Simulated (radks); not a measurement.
Problem. Species: Co3+. Configuration: [Ar] 3d6. All-electron calculation, scalar-relativistic Kohn-Sham, PBE, spin-polarised, spherical densities, point nucleus; open shells are filled with parallel spins first. Program: a radial shooting solver on a logarithmic mesh with Libxc functionals. Some entries of the table are withheld. Estimate them.

orbital,occ.,eigenvalue (eV),<1/r> (bohr^-1),<r> (bohr)
1s down,1,-7631.720,27.03,0.05619
1s up,1,-7631.708,27.03,0.05619
2s up,1,-938.7981,5.809,0.2557
2s down,1,-936.5259,5.819,0.2552
2p up,3,-809.4518,5.701,0.2252
2p down,3,-807.7387,5.710,0.2247
3s up,1,-142.6072,1.848,0.7673
3s down,1,-137.7375,1.838,0.7703
3p up,3,-105.5930,1.711,0.8035
3p down,3,-100.8161,1.699,0.8088
3d up,5,(1),1.395,0.9295
3d down,1,(2),1.365,0.9600

Solution. 
(1) 3d up eigenvalue (eV): -46.9265
(2) 3d down eigenvalue (eV): -42.4044
